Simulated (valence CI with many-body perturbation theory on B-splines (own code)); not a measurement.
The numbers below are computed, except where a source is named.
# From CI to CI+MBPT in Pm XXII

Level of theory: configuration interaction combined with many-body perturbation theory (CI+MBPT): four valence electrons over a frozen Dirac-Fock core [Kr], a basis of 9 s, 9 p, 10 d, 8 f, 5 g, 3 h, 1 i functions for each j, with the one-electron correlation potential Σ1 (screened to all orders), the two-electron term Σ2, the three-electron term Σ3, Breit, model QED; selected single and double excitations, second order for the rest (own B-spline code, finite nucleus).

No measured levels were compared; by estimate terms of the open shell hold to 2 to 4 % of their energy, and close levels can change places. Only levels of the ground parity were solved; by the run's estimate the other parity begins above the list, which can be wrong where configurations are misplaced.

Each rung adds one term. CI alone is the Dirac-Coulomb CI over the frozen core; QED comes last and gives the full result, which names the levels. Energies are above (4d3/2^4) J=0 on the same rung, in eV.

Levels are named by their leading jj configuration (3d3/2^4 stands for four electrons in 3d with j = 3/2), which in mixed levels can hold well under half, so a name can repeat and another be missing. Letters in brackets count levels of one name in rising energy.

| Level | CI alone | Σ1 | Σ2 | Σ3 | Breit | QED | Full |
| --- | --- | --- | --- | --- | --- | --- | --- |
| (4d3/2^3 4d5/2) J=1 | 3.367 | +0.0521 | -0.0015 | +0.0715 | -0.1361 | +0.0152 | 3.368 |
| (4d3/2^3 4d5/2) J=2 | 5.604 | +0.0746 | -0.0412 | +0.0645 | -0.2019 | +0.0212 | 5.522 |
| (4d3/2^3 4d5/2) J=3 | 6.918 | +0.0793 | -0.0941 | +0.0262 | -0.2182 | +0.0218 | 6.733 |
| (4d3/2^3 4d5/2) J=4 | 7.097 | +0.0642 | -0.2059 | -0.0289 | -0.1927 | +0.0166 | 6.751 |
| (4d3/2^2 4d5/2^2) J=0 [a] | 9.774 | +0.0970 | +0.0858 | -0.0196 | -0.2404 | +0.0278 | 9.725 |
| (4d3/2^2 4d5/2^2) J=4 [a] | 10.577 | +0.1054 | -0.2471 | +0.0140 | -0.2986 | +0.0294 | 10.180 |
| (4d3/2^2 4d5/2^2) J=3 [a] | 11.648 | +0.0963 | -0.3062 | -0.0725 | -0.2500 | +0.0262 | 11.142 |
| (4d3/2^2 4d5/2^2) J=2 [a] | 11.661 | +0.0873 | -0.1749 | -0.0555 | -0.2210 | +0.0240 | 11.321 |
| (4d3/2^2 4d5/2^2) J=5 | 12.770 | +0.1113 | -0.4628 | -0.0423 | -0.3193 | +0.0295 | 12.086 |
| (4d3/2^2 4d5/2^2) J=1 | 12.762 | +0.1103 | -0.0391 | -0.0294 | -0.2773 | +0.0306 | 12.557 |
| (4d3/2^2 4d5/2^2) J=6 | 13.753 | +0.1162 | -0.5579 | -0.0440 | -0.3554 | +0.0301 | 12.942 |
| (4d3/2^2 4d5/2^2) J=4 [b] | 14.686 | +0.1157 | -0.4107 | -0.1480 | -0.3219 | +0.0307 | 13.952 |
| (4d3/2^2 4d5/2^2) J=2 [b] | 14.804 | +0.1123 | -0.2842 | -0.1074 | -0.2969 | +0.0305 | 14.259 |
| (4d3/2^2 4d5/2^2) J=3 [b] | 15.129 | +0.1061 | -0.4336 | -0.1528 | -0.2821 | +0.0284 | 14.395 |
| (4d3/2 4d5/2^3) J=4 [a] | 16.328 | +0.1488 | -0.2026 | -0.0364 | -0.3992 | +0.0416 | 15.880 |
| (4d3/2 4d5/2^3) J=3 [a] | 17.600 | +0.1541 | -0.1616 | -0.0791 | -0.3975 | +0.0434 | 17.159 |
| (4d3/2^2 4d5/2^2) J=2 [c] | 17.417 | +0.1217 | +0.0571 | -0.1048 | -0.3088 | +0.0337 | 17.216 |
| (4d3/2 4d5/2^3) J=5 | 18.942 | +0.1662 | -0.3700 | -0.0846 | -0.4638 | +0.0457 | 18.236 |
| (4d3/2 4d5/2^3) J=1 [a] | 18.976 | +0.1530 | -0.1590 | -0.1542 | -0.3842 | +0.0434 | 18.475 |
| (4d3/2 4d5/2^3) J=6 | 19.626 | +0.1676 | -0.5507 | -0.0674 | -0.4787 | +0.0451 | 18.742 |
| (4d3/2^2 4d5/2^2) J=4 [c] | 20.297 | +0.1298 | -0.5054 | -0.2304 | -0.3372 | +0.0347 | 19.388 |
| (4d3/2^2 4d5/2^2) J=2 [d] | 20.809 | +0.1440 | -0.3993 | -0.1534 | -0.3592 | +0.0390 | 20.080 |
| (4d3/2 4d5/2^3) J=0 | 21.020 | +0.1528 | +0.0806 | -0.2769 | -0.3973 | +0.0437 | 20.623 |
| (4d3/2 4d5/2^3) J=3 [b] | 22.053 | +0.1599 | -0.3775 | -0.1995 | -0.4200 | +0.0440 | 21.260 |
| (4d3/2^2 4d5/2^2) J=2 [e] | 22.053 | +0.1358 | -0.1183 | -0.2312 | -0.3440 | +0.0377 | 21.533 |
| (4d3/2 4d5/2^3) J=3 [c] | 25.386 | +0.1672 | -0.3380 | -0.2428 | -0.4206 | +0.0456 | 24.597 |
| (4d3/2 4d5/2^3) J=1 [b] | 25.433 | +0.1632 | -0.2632 | -0.2380 | -0.3908 | +0.0450 | 24.749 |
| (4d5/2^4) J=4 | 25.226 | +0.1925 | +0.0061 | -0.1909 | -0.4930 | +0.0530 | 24.793 |
| (4d5/2^4) J=2 | 25.935 | +0.1856 | -0.2961 | -0.1982 | -0.4625 | +0.0509 | 25.214 |
| (4d3/2^2 4d5/2^2) J=0 [b] | 26.449 | +0.1574 | -0.3604 | -0.3938 | -0.3609 | +0.0419 | 25.533 |
| (4d3/2 4d5/2^3) J=4 [b] | 26.820 | +0.1763 | -0.3742 | -0.2540 | -0.4722 | +0.0494 | 25.945 |

The middle columns are the shifts that each term adds.

**Question.** How does the ionisation energy move along the ladder, and which term matters most?

**Answer.** CI alone 648.12, + Σ1 650.52, + Σ2 652.57, + Σ3 652.64, + Breit 652.36, + QED 652.40 eV. The largest step is Σ1, 2.39 eV. NIST lists 651 ± 4 eV (theoretical).
